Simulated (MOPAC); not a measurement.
Input for MOPAC: PM3 on H4O2Si (SMILES O[SiH2]O), a point of a torsion scan.

```
PM3 1SCF PRECISE CHARGE=0 THREADS=1
H4O2Si

O     -1.24166610 1     0.53517405 1     0.28906736 1
Si    -0.05658537 1    -0.53823913 1    -0.04578043 1
O     -0.30648072 1    -1.80312866 1     0.93107801 1
H     -1.15094323 1     1.45207384 1     0.05447098 1
H      1.25795805 1    -0.02724816 1     0.31448968 1
H     -0.16495005 1    -0.93293283 1    -1.44828243 1
H     -1.18603089 1    -1.98671776 1     1.25003996 1
```

It printed:

```
*******************************************************************************
 **                                                                           **
 **                              MOPAC v23.2.5                                **
 **                                                                           **
 *******************************************************************************
 ** MOPAC's Digital Object Identifier: https://doi.org/10.5281/zenodo.6511958 **
 **                                                                           **
 ** Please cite the open-source release paper for use of this MOPAC version:  **
 ** J. E. Moussa and J. J. P. Stewart (2026)                                  **
 ** MOPAC: An open-source semiempirical molecular orbital program             **
 ** J. Open Source Softw., 11(119), 8025, https://doi.org/10.21105/joss.08025 **
 *******************************************************************************

                              PM3 CALCULATION RESULTS

 *******************************************************************************
 *  PM3        - The PM3 Hamiltonian to be used
 *
 *
 *
 *                 CHARGE ON SYSTEM = 0
 *
 *
 *
 *  PRECISE    - TIGHTER CRITERIA TO BE USED
 *  1SCF       - DO 1 SCF AND THEN STOP
 *  THREADS=1  - MULTI-THREADING NOT USED
 *  T=         - A TIME OF 172800.0 SECONDS REQUESTED
 *  DUMP=N     - RESTART FILE WRITTEN EVERY 7200.0 SECONDS REQUESTED
 *******************************************************************************
PM3 1SCF PRECISE CHARGE=0 THREADS=1
 H4O2Si

   ATOM   CHEMICAL          X               Y               Z
  NUMBER   SYMBOL      (ANGSTROMS)     (ANGSTROMS)     (ANGSTROMS)

     1       O         -1.24166610  *   0.53517405  *   0.28906736  *
     2      Si         -0.05658537  *  -0.53823913  *  -0.04578043  *
     3       O         -0.30648072  *  -1.80312866  *   0.93107801  *
     4       H         -1.15094323  *   1.45207384  *   0.05447098  *
     5       H          1.25795805  *  -0.02724816  *   0.31448968  *
     6       H         -0.16495005  *  -0.93293283  *  -1.44828243  *
     7       H         -1.18603089  *  -1.98671776  *   1.25003996  *



          CARTESIAN COORDINATES

    NO.       ATOM           X           Y           Z

     1         O         -1.2417      0.5352      0.2891
     2        Si         -0.0566     -0.5382     -0.0458
     3         O         -0.3065     -1.8031      0.9311
     4         H         -1.1509      1.4521      0.0545
     5         H          1.2580     -0.0272      0.3145
     6         H         -0.1650     -0.9329     -1.4483
     7         H         -1.1860     -1.9867      1.2500

  H: (PM3): J. J. P. STEWART, J. COMP. CHEM. 10, 209 (1989).
  O: (PM3): J. J. P. STEWART, J. COMP. CHEM. 10, 209 (1989).
 Si: (PM3): J. J. P. STEWART, J. COMP. CHEM. 10, 209 (1989).

           Empirical Formula: H4 O2 Si  =     7 atoms



      MOLECULAR POINT GROUP   :   C1


      RHF CALCULATION, NO. OF DOUBLY OCCUPIED LEVELS = 10


 -------------------------------------------------------------------------------
 PM3 1SCF PRECISE CHARGE=0 THREADS=1
 H4O2Si



     1SCF WAS SPECIFIED, SO BFGS WAS NOT USED
     SCF FIELD WAS ACHIEVED


                              PM3 CALCULATION
                                                       MOPAC v23.2.5 Linux




          FINAL HEAT OF FORMATION =       -136.52164 KCAL/MOL =    -571.20656 KJ/MOL


          COSMO AREA              =         93.52 SQUARE ANGSTROMS
          COSMO VOLUME            =         79.23 CUBIC ANGSTROMS

          IONIZATION POTENTIAL    =          9.424605 EV
          HOMO LUMO ENERGIES (EV) =         -9.425  1.323
          NO. OF FILLED LEVELS    =         10
          MOLECULAR WEIGHT        =         64.1159         POINT GROUP:  C1

          MOLECULAR DIMENSIONS (Angstroms)

            Atom       Atom       Distance
            H     7    H     4     3.64087
            H     5    O     1     2.50986
            H     6    H     7     2.13390


          SCF CALCULATIONS        =          1





   ATOM   CHEMICAL          X               Y               Z
  NUMBER   SYMBOL      (ANGSTROMS)     (ANGSTROMS)     (ANGSTROMS)

     1       O         -1.24166610  *   0.53517405  *   0.28906736  *
     2      Si         -0.05658537  *  -0.53823913  *  -0.04578043  *
     3       O         -0.30648072  *  -1.80312866  *   0.93107801  *
     4       H         -1.15094323  *   1.45207384  *   0.05447098  *
     5       H          1.25795805  *  -0.02724816  *   0.31448968  *
     6       H         -0.16495005  *  -0.93293283  *  -1.44828243  *
     7       H         -1.18603089  *  -1.98671776  *   1.25003996  *

                             CARTESIAN COORDINATES

   1    O       -1.241666100     0.535174050     0.289067360
   2   Si       -0.056585370    -0.538239130    -0.045780430
   3    O       -0.306480720    -1.803128660     0.931078010
   4    H       -1.150943230     1.452073840     0.054470980
   5    H        1.257958050    -0.027248160     0.314489680
   6    H       -0.164950050    -0.932932830    -1.448282430
   7    H       -1.186030890    -1.986717760     1.250039960


           Empirical Formula: H4 O2 Si  =     7 atoms



      MOLECULAR POINT GROUP   :   C1


                  EIGENVALUES
 -35.95285 -35.47770 -17.26818 -16.72939 -14.70623 -14.05111 -12.23240 -11.55046
 -11.10863  -9.42460   1.32294   1.78414   2.37547   2.95441   5.53651   5.93327


              NET ATOMIC CHARGES AND DIPOLE CONTRIBUTIONS

  ATOM NO.   TYPE          CHARGE      No. of ELECS.   s-Pop       p-Pop
    1          O          -0.528126        6.5281     1.74521     4.78292
    2         Si           0.922198        3.0778     0.88955     2.18825
    3          O          -0.498826        6.4988     1.73900     4.75983
    4          H           0.206967        0.7930     0.79303
    5          H          -0.144348        1.1443     1.14435
    6          H          -0.165198        1.1652     1.16520
    7          H           0.207332        0.7927     0.79267
 DIPOLE           X         Y         Z       TOTAL
 POINT-CHG.     0.567     0.803    -0.937     1.358
 HYBRID        -0.626     0.496     0.126     0.808
 SUM           -0.059     1.299    -0.811     1.532


          ATOMIC ORBITAL ELECTRON POPULATIONS

     Atom    s        px        py        pz
    1  O   1.74521   1.66109   1.25032   1.87151
    2 Si   0.88955   0.76039   0.64036   0.78750
    3  O   1.73900   1.38144   1.64998   1.72841
    4  H   0.79303
    5  H   1.14435
    6  H   1.16520
    7  H   0.79267

 **********************
 *                    *
 * JOB ENDED NORMALLY *
 *                    *
 **********************




 == MOPAC DONE ==
```

The run finished.

Cost: roughly 0.010 core-seconds.
